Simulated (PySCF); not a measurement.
Molecule: SMILES P[SiH]1CC1, C2H7PSi.

Atom-mapped SMILES (the numbers label the heavy atoms): `[PH2:1][SiH:2]1[CH2:3][CH2:4]1`; H(Xn) means a hydrogen on atom n. Ha(C3), Ha(C4) are cis to P1 on the ring; Hb(C3), Hb(C4) are trans to P1 on the ring.

Geometry PBE0-D3(BJ)/def2-SVP throughout; GIAO in PySCF, gas phase, one conformer, non-relativistic; equivalent atoms averaged; functional PBE0.

For orientation, cc-pVDZ gives these shifts δ (against H3PO4, TMS at the same level): P1 -247.4, Si2 -116.0, C3/C4 -3.3, H(Si2) 3.20, Hb(C3)/Hb(C4) 0.67, Ha(C3)/Ha(C4) 0.48, H(P1) 1.87 ppm.

A run gave: P1 -239.3, Si2 -104.3, C3/C4 -3.2, H(Si2) 3.40, Hb(C3)/Hb(C4) 0.82, Ha(C3)/Ha(C4) 0.67, H(P1) 2.07 ppm (shifts δ (against H3PO4, TMS at the same level)).

Which basis set was used in that run?
A. 6-31G
B. IGLO-III
C. 6-31G*
D. def2-TZVP

Answers

C. P1 tells them apart best: 6-31G* gives -239.3, IGLO-III gives -280.6, def2-TZVP gives -290.8, 6-31G gives -285.9 ppm.
